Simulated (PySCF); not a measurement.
## EPR parameters of C4H6F3Si

C4H6F3Si (doublet state).
SMILES with atom numbers: `[CH3:1][Si:2]([CH3:3])[C:4]([F:5])=[C:6]([F:7])[F:8]` (hydrogens: H9, H10, H11 on C1; H12, H13, H14 on C3)

Cartesian coordinates in Å at the GFN2-xTB level; atoms count from 1:
```xyz
14
C4H6F3Si angstrom
C     -0.7760    1.6971    0.1440
Si    -0.4333   -0.0321   -0.5523
C     -1.6777   -1.3831   -0.0714
C      1.3075   -0.6464   -0.2107
F      1.4861   -1.9873   -0.3188
C      2.4098    0.0933   -0.0619
F      3.6660   -0.3356    0.0288
F      2.3657    1.4243    0.0435
H     -0.0549    2.4264   -0.2099
H     -0.7296    1.6877    1.2313
H     -1.7664    2.0374   -0.1421
H     -1.3511   -2.3589   -0.4189
H     -1.7886   -1.4363    1.0106
H     -2.6582   -1.1869   -0.4944
```

The hyperfine couplings belong to this conformer and change with its torsions.

Method used: UKS B3LYP, pcH-1 on C F H Si, non-relativistic, mean-field spin-orbit, GIAO in PySCF 2.14.0. Geometry: GFN2-xTB, one conformer, isolated molecule. Couplings are sensitive to structure, and on GFN2-xTB geometries they can be far from those on DFT ones, by a factor of two or more for some ions and for spin on atoms past the first row. No stability test was run, so a lower SCF solution isn't excluded.

| Quantity | Value |
| --- | --- |
| g1, g2, g3 | 2.00208, 2.00315, 2.00460 |
| g_iso | 2.00328 |
| Form of g | rhombic: the two nearest values differ by 43 % of g3 − g1 |
| ⟨S²⟩ | 0.7568 (exact 0.7500) |
| α and β electrons | 36, 35 |
| HOMO–LUMO gap, α and β orbitals | 5.12, 4.88 eV |
| Total energy | -745.02993 Eh |

Isotropic coupling and dipolar principal values T1 to T3, in MHz:

| atom | isotope | a_iso | of which spin–orbit | T1 | T2 | T3 | Mulliken spin population |
| --- | --- | --- | --- | --- | --- | --- | --- |
| C1 | 13C | 28.9 | 0.0 | -4.0 | -3.7 | 7.6 | 0.00 |
| Si2 | 29Si | -457.9 | 1.0 | -159.1 | 79.2 | 79.9 | 0.89 |
| C3 | 13C | 29.7 | 0.0 | -4.1 | -3.8 | 7.9 | 0.00 |
| C4 | 13C | 10.5 | 0.0 | -14.5 | 4.0 | 10.5 | -0.10 |
| F5 | 19F | -14.0 | -0.1 | -38.5 | 16.5 | 22.0 | 0.00 |
| C6 | 13C | 22.1 | 0.0 | -18.3 | -17.2 | 35.5 | 0.16 |
| F7 | 19F | 34.9 | 0.0 | -51.0 | -42.9 | 94.0 | 0.01 |
| F8 | 19F | 24.2 | 0.1 | -42.3 | -29.1 | 71.4 | 0.01 |
| H9 | 1H | 2.7 | 0.0 | -3.7 | -2.6 | 6.3 | 0.00 |
| H10 | 1H | 56.4 | 0.0 | -3.6 | -0.1 | 3.7 | 0.03 |
| H11 | 1H | 1.5 | 0.0 | -4.1 | -2.4 | 6.5 | 0.00 |
| H12 | 1H | -0.2 | 0.0 | -4.1 | -2.2 | 6.3 | 0.00 |
| H13 | 1H | 57.5 | 0.0 | -3.9 | 0.1 | 3.7 | 0.03 |
| H14 | 1H | 5.2 | 0.0 | -4.3 | -2.6 | 6.9 | 0.00 |

The Mulliken spin populations are largest on Si2 (+0.89), C6 (+0.16) and C4 (-0.10). The angles at Si2 add up to 338.7°, so it is pyramidal.

Axes: g2 points within 15° of the C6–F8 bond and g3 points within 10° of the C6–F7 bond.

Under fast tumbling the dipolar parts average out, and these isotropic splittings remain: 1 × 19F (F7, I = 1/2, 2 lines) with 1.25 mT, 1 × 19F (F8, I = 1/2, 2 lines) with 0.86 mT, 6 × 1H (H9 (×6), I = 1/2, 7 lines) with 0.73 mT and 1 × 19F (F5, I = 1/2, 2 lines) with 0.50 mT.

Means are taken over nuclei equivalent by connectivity, which assumes that they swap fast. The six 1H nuclei of mean +20.5 MHz run from -0.2 to 57.5 MHz in the frozen geometry.

The 13C coupling of C1/C3 (mean 29.3 MHz) shows only in satellite lines or after enrichment, since that isotope makes up about 1.07 % of natural carbon.

The 29Si coupling of Si2 (-457.9 MHz) shows only in satellite lines or after enrichment, since that isotope makes up about 4.7 % of natural silicon.

The spin density at the nucleus, in bohr⁻³, is negative for F5 (-0.0033), for instance. A restricted open-shell determinant has no negative spin density anywhere; here it arises because α and β orbitals differ (spin polarisation).
